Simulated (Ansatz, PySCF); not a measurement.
Reaction 2 R1 → 3 P1, each structure at its B3LYP-D3(BJ)/def2-TZVP stationary point, reached from a drawn start (curvature not checked).
R1, O3 (SMILES O=[O+][O-]) (charge 0, multiplicity 1):
```xyz
3

O      1.08131    -0.18658     0.00000
O     -0.01101     0.42842     0.00000
O     -1.07030    -0.24184     0.00000
```
P1, O2 (SMILES O=O) (charge 0, multiplicity 3):
```xyz
2

O      0.000     0.000     0.602
O      0.000     0.000    -0.602
```

P less R. No zero-point or thermal terms; singlets are restricted closed shells; open shells are unrestricted; no spin–orbit coupling.

Codes used: Ansatz (a quantum-chemistry and plane-wave program) with Gaussian orbitals; PySCF for the D3/D4 terms. Each number belongs to the level named beside it.

Question: One of these levels gives -68.74 kcal/mol for the reaction energy. Which one is it?
A) BHLYP-D4/def2-TZVPP
B) BLYP/def2-TZVPP
C) HF/cc-pVTZ
D) PBE/def2-TZVPP

Answer: B, BLYP/def2-TZVPP. The others give -209.24 (HF/cc-pVTZ), -62.62 (PBE/def2-TZVPP), -127.54 (BHLYP-D4/def2-TZVPP)
